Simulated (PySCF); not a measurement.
**Working out the excitation energy of B⁺**

B⁺ [He] 2s2 (1S) → B⁺ [He] 2s1 3s1 (3S). Calculation: PySCF 2.14, in aug-cc-pVTZ; no relativity, point nucleus. Frozen: 1s2. Energies in hartree (1 hartree = 27.21139 eV):

```
            part  B⁺ (lower)  B⁺ (upper)
             UHF  -24.236816  -23.696356
CCSD correlation   -0.059811   -0.008040
             (T)    0.000000    0.000000
```

Task: What does Hartree-Fock give?

Result: (-23.696356) − (-24.236816) = 0.540460 hartree = 14.707 eV.

Task: What do CCSD and CCSD(T) give?

Result: The CCSD correlation energies differ by 0.051771 hartree = 1.409 eV and the triples by 0.000000 hartree = 0.000 eV, so CCSD gives 16.116 eV and CCSD(T) 16.116 eV.

Measured between the centres of the two terms (NIST): 16.090 eV, so CCSD(T) (valence) is off by 0.026 eV.

What remains against the reference includes basis incompleteness, the frozen core and higher excitations.
